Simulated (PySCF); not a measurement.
## Correlation energy of La³⁺ (lanthanum, charge +3)

[Xe], closed-shell 1S. All numbers are calculated (PySCF 2.14, a scalar-relativistic core potential, in def2-QZVPPD with the def2 core potential (46 electrons)). Frozen: nothing; 8 electrons correlated.

MP2 pair energies summed by pair of shells (mhartree):

```tsv
pair	energy	share (%)
5p-5p	-125.20	76.7
5s-5p	-32.10	19.7
5s-5s	-5.93	3.6
```

Total MP2 correlation energy: -163.23 mhartree.

Same-spin part -38.66 and opposite-spin part -124.57 mhartree; SCS-MP2 scales them by 1/3 and 6/5 to -162.37 mhartree.

The basis has no tight functions for the innermost shells, so their pair energies are far from complete.
